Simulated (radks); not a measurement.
These are the eigenvalues of the occupied orbitals of an atom or ion with whole-number occupations (eV). Method: Dirac Kohn-Sham, relativistic LDA (MacDonald-Vosko exchange, VWN5 correlation), spin-unpolarised, spherical densities, finite nucleus; Fermi nuclear charge, rms radius of each element as measured or else 0.836 A^(1/3) + 0.57 fm; computed with a radial shooting solver on a logarithmic mesh with Libxc functionals.

| orbital | eigenvalue |
|---|---|
| 1s1/2 | -10533.34 |
| 2s1/2 | -2426.558 |

Which element is it, and in what charge state? The configuration may be excited. Open shells, if any, fill j = l - 1/2 first.

Answer. Z = 29, copper, charge +25: Cu25+ in [He] 2s2. The 1s level, -387.09 hartree, gives Z - s = 27.8 by -(Z - s)^2/2, which with screening and relativity narrows Z to a few neighbours, and the depths must fix Z and the occupations together.
